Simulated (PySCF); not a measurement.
Ga(OMe)(PH2)2 (CH₇GaOP₂), SMILES C[O][Ga]([PH2])[PH2].

Geometry: B3LYP-D3(BJ)/def2-SVP. One conformer was computed; it need not be the lowest.

The numbers are results of B3LYP-D3(BJ)/def2-SVP run with PySCF, not measurements.

Frequencies are harmonic and unscaled.

```csv
mode,ν (cm⁻¹),IR (km/mol),moving atoms (share of kinetic energy)
1,47,1.9,"H 80 %, P 12 %"
2,77,4.6,"H 54 %, P 28 %"
3,81,2.4,"P 40 %, H 30 %, Ga 19 %"
4,89,0.6,"H 34 %, Ga 25 %, P 22 %, C 15 %"
5,98,2.1,"H 75 %, C 9 %"
6,112,1.3,"H 58 %, C 19 %, P 15 %"
7,141,14.9,"O 51 %, Ga 23 %, H 17 %"
8,250,11.7,"O 37 %, C 27 %, H 18 %, P 14 %"
9,297,1.3,"P 77 %, Ga 10 %"
10,376,41.3,"P 48 %, Ga 46 %"
11,548,0.0,H 92 %
12,593,48.3,"O 38 %, H 35 %, Ga 16 %, C 10 %"
13,609,20.4,"H 64 %, O 17 %"
14,635,8.7,H 94 %
15,669,1.1,H 94 %
16,1090,10.9,H 97 %
17,1095,38.7,H 96 %
18,1130,220.1,"O 44 %, C 39 %, H 16 %"
19,1175,0.4,"H 77 %, C 19 %"
20,1199,38.2,"H 62 %, C 21 %, O 16 %"
21,1465,0.3,H 96 %
22,1474,18.6,"H 91 %, C 8 %"
23,1480,20.0,H 94 %
24,2369,25.7,H 97 %
25,2372,43.1,H 97 %
26,2384,46.4,H 97 %
27,2389,49.2,H 97 %
28,2963,92.1,H 97 %
29,3032,68.0,"H 91 %, C 9 %"
30,3051,41.8,"H 90 %, C 10 %"
```
